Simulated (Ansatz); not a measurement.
A geometry relaxed with Ansatz (an electronic-structure program) with r2SCAN-D4/def2-TZVP, charge 0, multiplicity 1:

```xyz
6

H      1.7134    -1.5017     0.0788
N     -1.0487    -0.0349    -0.0376
H     -1.5916    -0.8836    -0.0497
H     -1.6441     0.7774    -0.0682
H      1.6095     1.6115     0.0419
In     0.9614     0.0312     0.0349
```

Q: Write the SMILES of this molecule.

A: `[NH2][InH2]`
